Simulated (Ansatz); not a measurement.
Ansatz (an electronic-structure program) input:

Ansatz 0.2 input:
```yaml
crystal:
  periodic: [false, false, false]
  atoms:
    - {symbol: B, position_ang: [0.81063465, -0.63078751, 0.69123864]}
    - {symbol: Br, position_ang: [1.14719120, 0.35726210, -1.17771842]}
    - {symbol: Br, position_ang: [-1.26299615, -0.26714960, 1.07897004]}
basis:
  gaussian:
    orbitals: def2-TZVP
hamiltonian:
  xc: b3lyp
  dispersion: d3bj
total_charge: -1
phonons: {temperatures: {t_min: 298.15, t_max: 298.15, t_step: 100}}
```

### Question
Which total energy does the run end on?

### Answer
-5173.27891 Eh (B3LYP-D3(BJ)/def2-TZVP). The basis has 127 functions.
